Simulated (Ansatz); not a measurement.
Mg₇O₇, relaxed as a singlet with RKS r2SCAN-D4/def2-SVP in Ansatz, starting from the GFN1-xTB geometry. Force threshold 0.03 eV/Å.

The structure comes from a short search, and lower isomers may exist.

Start:

Cartesian coordinates in Å:
```
Mg 1.904 2.097 2.388
Mg 1.537 3.493 -0.628
Mg -1.543 -0.711 -3.311
Mg -0.847 -3.204 2.128
Mg -0.013 2.243 -3.205
Mg 0.874 -0.824 3.605
Mg -1.910 -3.093 -0.985
O 1.602 0.747 3.443
O 0.031 -2.326 3.349
O 0.893 3.379 -2.242
O -0.910 0.852 -3.746
O -1.972 -2.168 -2.459
O -1.614 -3.664 0.634
O 1.969 3.181 1.029
```

Task: Estimate the energy that the relaxation releases and the steps that it takes.

Result: 19.6 kcal/mol, in 3 steps; 25 s on 4 threads of Arm Neoverse V2 on a shared host. No frequencies were taken in this run, so the end may be a saddle point.

Task: Does the start keep its bonding and symmetry?

Result: By distances, no bond broke or formed. The bond that changes most is Mg1–O14, from 1.74 to 1.81 Å (atoms count from 1). Point group Cs at the start, Cs at the end, both within 0.05 Å.

Task: Predict the relaxed structure.

Result: 
```csv
atom,x (Å),y (Å),z (Å)
Mg1,1.998,2.196,2.504
Mg2,1.598,3.615,-0.616
Mg3,-1.619,-0.759,-3.459
Mg4,-0.872,-3.287,2.179
Mg5,-0.031,2.291,-3.309
Mg6,0.923,-0.835,3.760
Mg7,-1.997,-3.219,-1.058
O8,1.696,0.801,3.625
O9,0.039,-2.394,3.471
O10,0.918,3.457,-2.292
O11,-0.969,0.868,-3.933
O12,-2.092,-2.295,-2.617
O13,-1.679,-3.793,0.635
O14,2.087,3.357,1.112
```
Bond lengths (bridged metal pairs left out): 14 × Mg–O 1.81 to 1.82 Å.
